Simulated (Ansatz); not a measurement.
Relaxation of CH₂AlClF (6 atoms, charge -1, multiplicity 1), to a largest force component of 0.015 eV/Å in at most 40 steps.

The calculation used RKS BLYP-D4/def2-SVP in Ansatz.

```xyz
6
Properties=species:S:1:pos:R:3:forces:R:3
C -0.056 1.289 0.341 0.20 -0.38 0.29
Al 0.210 -0.597 0.226 -0.10 0.21 -0.15
F -0.217 -1.755 -0.959 -0.15 -0.17 -0.30
Cl 1.174 -1.990 1.644 0.13 0.12 0.29
H 0.397 1.662 -0.611 0.23 0.16 -0.18
H -1.151 1.394 0.138 -0.32 0.05 0.05
```

Q: Where does it end, and by what steps?

A: The forces met the threshold. Limits of this set-up: an anion without diffuse functions, the dipole of an ion depends on the origin. After 14 steps the energy has fallen by 0.677 eV; H5 moved furthest, 1.13 Å.

```csv
step,energy less start (eV),largest force component (eV/Å),accepted
0,0.0000,0.376,yes
1,-0.0464,0.252,yes
2,-0.0648,0.221,yes
3,-0.1010,0.944,yes
4,-0.1928,1.330,yes
5,-0.3472,1.295,yes
6,-0.5395,1.061,yes
7,-0.6051,0.850,yes
8,-0.6018,1.177,no
9,-0.6668,0.270,yes
10,-0.6731,0.136,yes
11,-0.6756,0.110,yes
12,-0.6764,0.057,yes
13,-0.6751,0.066,no
14,-0.6769,0.006,yes
```

```xyz
6
Properties=species:S:1:pos:R:3
C -0.161 1.071 -0.011
Al 0.108 -0.727 0.146
F -0.785 -1.993 -0.592
Cl 1.670 -1.692 1.378
H 0.473 1.820 0.501
H -0.949 1.523 -0.644
```

Whether the end is a true minimum wasn't checked by a vibrational analysis.

Time of the run: 65 s on 1 CPU thread of a shared host.
